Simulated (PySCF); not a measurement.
V(O)(OH)3 (H₃O₄V), SMILES [O]=[V]([OH])([OH])[OH], multiplicity 1. Coordinates come from a PBE-D3(BJ)/def2-SVP optimisation. The spin state was assumed, not searched. Other conformers were not sampled.

Calculation: PBE-D3(BJ)/def2-SVP (PySCF).

Harmonic wavenumbers (cm⁻¹): 236, 236, 237, 237, 254, 271, 362, 362, 625, 625, 648, 706, 792, 792, 1102, 3734, 3734, 3741. Rotational constants (GHz): 3.820, 3.820, 3.321; symmetry number 3.

**Question.** Work out the zero-point energy and the ideal-gas rigid-rotor harmonic-oscillator thermochemistry at 298.15 K and 1 atm.

**Answer.** ZPE = ½ Σ hcν = ½ × 18694 cm⁻¹ = 111.81 kJ/mol. H − E(el) = 133.24 kJ/mol. Entropy in J/(mol K): translation 168.24, rotation 100.89, vibration 62.00, total 331.14. G − E(el) = 34.51 kJ/mol. Cp = 112.92 J/(mol K).
